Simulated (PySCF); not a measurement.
Compound: 2,5-dimethylpyrrole, C6H9N.
Bonds: C1–C2, C2–C3 (aromatic), C3–C4 (aromatic), C4–C5 (aromatic), C5–C6, C5–N7 (aromatic), C2–N7 (aromatic). Hydrogens: H8, H9, H10 on C1; H11 on C3; H12 on C4; H13, H14, H15 on C6; H16 on N7.

Linear response at CAM-B3LYP/def2-SVPD (PySCF, frozen core in the response, non-relativistic). Isolated species at its PBE0-D3(BJ)/def2-SVP geometry, gas phase.

Static isotropic polarisability: 78.68 au (11.66 Å³), principal values 54.7, 82.4, 99.0 au.

Problem. What is the polarisability at 1064 nm and at the sodium D line?

Solution. 79.48 au at 1064 nm (+1.0 %), 81.44 au at 589.3 nm (+3.5 %). The rise at 589.3 nm is 3.42 times that at 1064 nm; a pure ω² law gives 3.26. The lowest singlet lies at 233 nm, shorter than both wavelengths.

Problem. What is the isotropic C6 coefficient between two such molecules, C6 = (3/π)∫α(iω)² dω?

Solution. 2470 au (Eh·bohr⁶) by a ten-point quadrature over imaginary frequencies, which is 1480 eV·Å⁶ or 142 J·nm⁶/mol.

Problem. Which effective excitation energy ω̄ makes London's formula C6 = (3/4)α²ω̄ exact here?

Solution. ω̄ = 4·C6/(3α²) = 0.532 Eh = 14.5 eV. A one-pole form α(ω) = α/(1 − ω²/ω̄²) fitted to the 1064 nm value gives 11.6 eV. London's choice of the ionisation energy (7.50 eV, ΔSCF at the same level) gives C6 = 1280 au, 48 % too low.

Problem. What molar refraction at the D line follows from R = (4π/3)·N_A·α′, with α′ the polarisability volume?

Solution. α′ = 12.07 Å³ gives R = 30.44 cm³/mol, for isolated, non-vibrating species.

Problem. How many electrons N does the Slater–Kirkwood formula C6 = (3/4)·√N·α^(3/2) need to give this C6?

Solution. N = (4·C6/3)²/α³ = 22.3; the species has 52 electrons in all.

Problem. The lowest 6 singlets have (eV, f): 5.32, 0.000; 6.01, 0.266; 6.04, 0.000; 6.39, 0.000; 6.62, 0.000; 6.64, 0.002. What share of the static polarisability do they carry in the sum over states α = Σ f/ω²?

Solution. 5.49 au, 7.0 % of α; the largest term, 5.46 au, is that of the state at 6.01 eV. Their oscillator strengths add up to 0.27. Higher states carry the rest.

Problem. How anisotropic is the static polarisability, by Δα² = ½[(α1 − α2)² + (α2 − α3)² + (α3 − α1)²]?

Solution. Δα = 38.7 au, or 0.49 of the isotropic value.

Problem. What three-body coefficient follows from the one-pole estimate C9 = (3/4)·α·C6?

Solution. 146000 au. This is an estimate from the two numbers above, not a computed integral.

Problem. What n − 1 at the D line would an ideal gas of it have at 273.15 K and 1 atm (2.6868 × 10¹⁹ cm⁻³), by n − 1 = 2π·N·α′?

Solution. 20.37 × 10⁻⁴, a formal value whether or not that pressure can be reached.

Time: 74 s of wall time. Hardware: an Arm Neoverse N1 with one thread, shared host. This is the whole response run at CAM-B3LYP/def2-SVPD, SCF included.
